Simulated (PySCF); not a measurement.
## C₆ coefficients of unlike pairs at PBE

Calculated with PySCF 2.14 from the dipole response of each species, C₆(A,B) = (3/π) ∫ α_A(iu) α_B(iu) du, in atomic units, from isotropic polarisabilities. For ions this is the dispersion term alone; charge-induced terms of lower order in 1/R come first.

| species | configuration | basis | relativity | α (bohr³) | C₆ (like pair) |
| --- | --- | --- | --- | --- | --- |
| La⁺ | [Xe] 5d2 (3F) | def2-QZVPPD with the def2 core potential (46 electrons) (7s5p4d3f2g) | core potential | 52.49 | 442.3 |
| Si⁺ | [Ne] 3s2 3p1 (2P) | dyall-acv3z (19s12p6d4f) | spin-free X2C | 19.06 | 100.6 |
| Br³⁺ | [Ar] 3d10 4s2 4p2 (3P) | def2-QZVPPD (12s8p5d4f1g) | none | 6.177 | 23.52 |
| C | [He] 2s2 2p2 (3P) | def2-TZVPPD (6s3p3d1f) | none | 12.84 | 51.36 |

Question: Estimate C₆ for Si⁺ with La⁺.

Answer: The integral gives 207.8. The combination rule 2 C_A C_B / (C_A α_B/α_A + C_B α_A/α_B) gives 203.3 and the geometric mean 210.9.

No spin-orbit coupling is included.

The other pairs:

```
     pair     C₆
Br³⁺, La⁺  92.44
  C, Br³⁺  33.16
   C, La⁺  147.8
   C, Si⁺  71.59
Br³⁺, Si⁺  45.07
```
